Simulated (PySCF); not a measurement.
A PySCF script (with the pyscf-properties extension) for the NMR shieldings of `N1=CC=C([SiH2]CC[SiH3])C=C1`, C7H13NSi2, on a GFN2-xTB geometry:

```python
import basis_set_exchange as bse
import numpy as np
from pyscf import gto, dft
from pyscf.prop import nmr

atoms = """
Si   -4.202113    0.369414    0.391480
C    -2.691205   -0.776274    0.237578
C    -1.370377   -0.007599    0.198545
Si    0.125183   -1.172695    0.081142
C     1.735899   -0.189415   -0.054674
C     2.963017   -0.826887    0.108940
C     4.134035   -0.097326   -0.008047
N     4.159363    1.198133   -0.274055
C     3.000406    1.814055   -0.430863
C     1.775549    1.173968   -0.331768
H    -5.425053   -0.434248    0.415801
H    -4.229326    1.284907   -0.751822
H    -4.086143    1.148800    1.626285
H    -2.776754   -1.383033   -0.665901
H    -2.671921   -1.479493    1.072306
H    -1.292354    0.614858    1.092790
H    -1.387160    0.676223   -0.652641
H     0.004514   -2.028723   -1.108313
H     0.202138   -2.016360    1.282223
H     2.999181   -1.884238    0.324490
H     5.102753   -0.565776    0.114924
H     3.062588    2.873749   -0.644848
H     0.863027    1.734944   -0.467620
"""
names = dict.fromkeys(["Si", "C", "N", "H"], "pcSseg-1")
basis = {el: gto.basis.parse(bse.get_basis(n, elements=[el], fmt="nwchem")) for el, n in names.items()}
mol = gto.M(atom=atoms, basis=basis, charge=0, verbose=0)
mf = dft.RKS(mol, xc="PBE0")
mf.grids.level = 2
mf.grids.alignment = dft.numint.BLKSIZE   # the property module wants whole blocks of grid points
mf.conv_tol = 1e-9
mf.kernel()

calc = nmr.RKS(mf)   # GIAO
C = mf.mo_coeff
Co = C[:, mf.mo_occ > 0]
resp = mf.gen_response(singlet=True, hermi=2)
def vind(x):   # induced exchange potential for any number of trial vectors
    d = np.einsum("pi,xij,qj->xpq", C, 2 * x.reshape(-1, C.shape[1], Co.shape[1]), Co, optimize=True)
    return np.einsum("xpq,pi,qj->xij", resp(d - d.transpose(0, 2, 1)), C, Co, optimize=True).ravel()
mo1, _ = nmr.rhf.solve_mo1(calc, with_cphf=vind)
sigma = calc.kernel(mo1)
for i, s in enumerate(sigma):   # ppm
    w = np.linalg.eigvalsh((s + s.T) / 2)
    print("%2d %-2s iso %8.1f  s11 %8.1f  s22 %8.1f  s33 %8.1f" % (i, mol.atom_pure_symbol(i), w.mean(), *w))
```

Problem. What are the results?

Solution. 
```
 0 Si iso    415.1  s11    384.0  s22    392.0  s33    469.1
 1 C  iso    182.1  s11    170.7  s22    182.4  s33    193.3
 2 C  iso    179.5  s11    168.6  s22    176.8  s33    193.0
 3 Si iso    388.5  s11    341.5  s22    371.2  s33    452.8
 4 C  iso     39.1  s11    -60.9  s22    -16.0  s33    194.0
 5 C  iso     52.0  s11    -66.8  s22     50.4  s33    172.4
 6 C  iso     32.3  s11    -78.4  s22     27.8  s33    147.5
 7 N  iso    -95.4  s11   -417.6  s22   -177.5  s33    308.8
 8 C  iso     31.6  s11    -80.4  s22     28.0  s33    147.2
 9 C  iso     53.7  s11    -65.8  s22     51.7  s33    175.3
10 H  iso     27.6  s11     23.9  s22     25.2  s33     33.7
11 H  iso     27.8  s11     24.5  s22     26.3  s33     32.7
12 H  iso     27.8  s11     24.6  s22     26.2  s33     32.6
13 H  iso     30.9  s11     25.4  s22     30.2  s33     37.0
14 H  iso     30.9  s11     25.0  s22     30.5  s33     37.1
15 H  iso     30.7  s11     25.3  s22     31.2  s33     35.5
16 H  iso     30.5  s11     24.3  s22     31.2  s33     36.0
17 H  iso     27.0  s11     23.2  s22     26.7  s33     31.1
18 H  iso     27.0  s11     22.6  s22     26.9  s33     31.5
19 H  iso     24.2  s11     20.7  s22     22.1  s33     29.8
20 H  iso     22.8  s11     18.7  s22     22.6  s33     27.0
21 H  iso     22.8  s11     18.6  s22     22.3  s33     27.4
22 H  iso     24.3  s11     20.1  s22     22.4  s33     30.6
```

These numbers come from an equivalent density-fitted implementation of the same equations, which agrees with the script to about 0.01 ppm for H and up to a few tenths of a ppm for heavy atoms, so last digits may differ.

Problem. Turn these shieldings into chemical shifts. Shifts are taken against calculated references (same method and geometry level): $^{29}$Si (σref 349.16) and $^{13}$C (σref 186.93) and $^{1}$H (σref 31.72) against TMS; $^{15}$N (σref 267.73) against NH3.

Solution. Averaging equivalent atoms: Si 3: -39.3; Si 0: -65.9; C 6/8: 155.0; C 4: 147.9; C 5/9: 134.1; C 2: 7.4; C 1: 4.8; N 7: 363.1; H 20/21: 8.96; H 19/22: 7.45; H 17/18: 4.72; H 10/11/12: 3.97; H 15/16: 1.12; H 13/14: 0.85 ppm. Experimental scales use liquid or dissolved standards, which lie at an offset from isolated NH3 (liquid NH3: subtract about 20 ppm). Unscaled 15N shifts of sp2 nitrogen come out 20 to 40 ppm too high even then.

Size and cost of the density-fitted run: 249 basis functions, 69 s wall time on 1 thread of an Arm Neoverse V1, shared host; peak memory 1.2 GiB.
